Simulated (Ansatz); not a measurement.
Calculated with Ansatz (gas phase, PBE0-D4/def2-TZVP geometries, no zero-point term in ΔE). CBS: MP2 limit from def2 TZ/QZ plus the TZ coupled-cluster correction, frozen cores. This one scheme is used for every species. DFT in def2-TZVPP. B3LYP here is the variant with VWN-RPA as its local correlation; programs differ in this. For Ge outer-core shells are correlated without core-valence functions, which leaves a few kJ/mol of doubt a bond. Scalar relativity is left out up to krypton. One conformer a species, not always the lowest.

`CC#C[S][GeH3]` + HCl → `[Cl][GeH3]` + `CC#CS`  (ligand exchange at a Ge–S bond)

Q: Is it downhill or uphill in electronic energy at CCSD(T)/CBS, and by how much? (Estimate.)

A: Ansatz gave: Downhill: ΔE = -0.19 eV.

Q: What do these levels give: B3LYP-D4, ωB97M-V, PBE, r2SCAN, PBE0, HF/def2-TZVPP, MP2/def2-TZVPP, CCSD/def2-TZVPP, MP2/def2-QZVPP, HF/CBS(def2), MP2/CBS(def2), CCSD/CBS(def2)? (Best estimate.)

A: Ansatz gave: B3LYP-D4 -0.21, ωB97M-V -0.24, PBE -0.21, r2SCAN -0.22, PBE0 -0.23, HF/def2-TZVPP -0.39, MP2/def2-TZVPP -0.15, CCSD/def2-TZVPP -0.22, MP2/def2-QZVPP -0.16, HF/CBS(def2) -0.40, MP2/CBS(def2) -0.16, CCSD/CBS(def2) -0.22 eV.

Largest T1 diagnostic among the species: 0.012.

The D4 term adds +0.07 eV with B3LYP and +0.04 eV with PBE0; it sums over pairs of atoms, weighted by their polarisabilities, and B3LYP, whose exchange is more repulsive, gets the larger term. In def2-TZVPP, CCSD(T) changes the Hartree–Fock value by +0.21 eV (the triples alone add +0.03 eV) and MP2 by +0.24 eV.
